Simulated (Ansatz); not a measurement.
Cartesian coordinates in Å:
```
N 1.288 -0.756 1.007
Si 0.534 -0.109 -0.391
C 1.029 1.733 -0.643
O 0.633 2.349 -1.604
C -1.320 -0.127 -0.050
O -1.660 -1.437 0.387
H 0.750 -1.436 1.525
H 2.266 -0.994 1.015
H 0.843 -0.790 -1.680
H 1.656 2.256 0.121
H -1.555 0.625 0.715
H -1.857 0.157 -0.964
H -2.604 -1.471 0.562
```

Total charge 0; spin multiplicity 1.

**Question.** List the ωB97M-V/def2-TZVPP orbital energies in eV (Ansatz). (Best estimate.)

**Answer.** Ansatz gave: Occupied: -1807.02, -526.40, -526.27, -394.17, -283.48, -282.54, -148.08, -102.19, -102.19, -102.17, -32.10, -31.58, -26.60, -22.01, -19.73, -17.41, -17.15, -16.33, -15.50, -15.23, -14.25, -13.95, -13.61, -12.89, -11.19, -10.77, -10.19, -9.01. Lowest empty: 0.77, 1.93, 2.41, 3.18, 3.75, 3.83, 4.36, 4.39.
